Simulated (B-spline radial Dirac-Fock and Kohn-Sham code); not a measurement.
X-ray form factors of neodymium in several charge states

Calculated with a radial finite-basis atomic code, using configuration-average Dirac-Fock orbitals.

Configurations: Nd³⁰⁺ [Ar] 3d10 4s2; Nd³¹⁺ [Ar] 3d10 4s1; Nd³³⁺ [Ar] 3d9; Nd³⁴⁺ [Ar] 3d8; Nd³⁵⁺ [Ar] 3d7. The first column is f₀ of Nd³⁰⁺, the others are differences from it.

```
s (Å⁻¹)   Nd³⁰⁺  Δ Nd³¹⁺  Δ Nd³³⁺  Δ Nd³⁴⁺  Δ Nd³⁵⁺
      0  30.000   -1.000   -3.000   -4.000   -5.000
   0.05  29.963   -0.994   -2.986   -3.985   -4.983
    0.1  29.854   -0.976   -2.946   -3.940   -4.934
   0.15  29.672   -0.946   -2.879   -3.865   -4.852
    0.2  29.423   -0.905   -2.788   -3.764   -4.741
   0.25  29.107   -0.856   -2.676   -3.639   -4.603
    0.3  28.731   -0.798   -2.545   -3.491   -4.440
   0.35  28.299   -0.733   -2.398   -3.326   -4.257
    0.4  27.816   -0.664   -2.239   -3.146   -4.057
   0.45  27.288   -0.591   -2.071   -2.956   -3.844
    0.5  26.722   -0.518   -1.899   -2.758   -3.623
    0.6  25.496   -0.374   -1.554   -2.358   -3.169
    0.7  24.186   -0.242   -1.229   -1.972   -2.724
    0.8  22.833   -0.132   -0.942   -1.621   -2.310
    0.9  21.472   -0.048   -0.704   -1.316   -1.940
      1  20.131   +0.009   -0.519   -1.064   -1.623
    1.1  18.827   +0.042   -0.384   -0.864   -1.359
    1.2  17.576   +0.055   -0.293   -0.711   -1.144
    1.4  15.260   +0.040   -0.207   -0.510   -0.829
    1.6  13.216   +0.004   -0.185   -0.393   -0.616
```
